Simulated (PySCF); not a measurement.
PySCF input for C3H5NOSi, SMILES [Si@H]1(O)N=CC=C1, B3LYP/pcSseg-1. Geometry optimised at PBE0-D3(BJ)/def2-SVP. The structure was generated by enumeration; whether it is a known compound was not checked. The values are those of a single conformer.

```python
import numpy as np
from pyscf import gto, scf, dft
from pyscf.prop.nmr import rks as nmr

mol = gto.M(
    atom='''
    O     2.13441766    0.06364770    0.39495576
    Si    0.70477448    0.19741646   -0.43040274
    C    -0.64810066    1.25585377    0.34582488
    C    -1.70044444    0.42552262    0.46314744
    C    -1.42118291   -0.97904215    0.00897557
    N    -0.26796185   -1.29534613   -0.43728315
    H     2.09323977   -0.31579734    1.27778943
    H     1.07274080    0.61236255   -1.80599326
    H    -0.69311882    2.31012170    0.62691531
    H    -2.68882784    0.70110432    0.84795895
    H    -2.23211700   -1.72738571    0.07261673
    ''',
    basis='pcSseg-1',
    charge=0,
    spin=0,
    max_memory=1600,
    verbose=3,
)
mf = dft.RKS(mol, xc='b3lyp')
mf.grids.level = 3
mf.conv_tol = 1e-10
mf.max_cycle = 100
mf.kernel()
n = nmr.NMR(mf)
n.verbose = 2
n.max_cycle_cphf = 60
sigma = n.kernel()
print('atom   isotropic/ppm   span/ppm')
for i, s in enumerate(sigma):
    w = np.linalg.eigvalsh((s + s.T) / 2)
    print(f'{mol.atom_symbol(i):2s}{i + 1:3d} {w.mean():14.3f} {w[2] - w[0]:11.3f}')
```

Log of the run:

```
converged SCF energy = -536.806604433163
atom   isotropic/ppm   span/ppm
O   1        304.941      67.288
Si  2        343.303     117.122
C   3         28.054     273.455
C   4         26.303     233.433
C   5         -3.350     214.803
N   6       -120.523     729.487
H   7         30.231      20.712
H   8         26.441       8.140
H   9         24.751       5.464
H  10         24.577       7.127
H  11         22.869       2.777
```

The calculation finished and met its thresholds.

Cost: about 40 core-seconds (a rough figure).
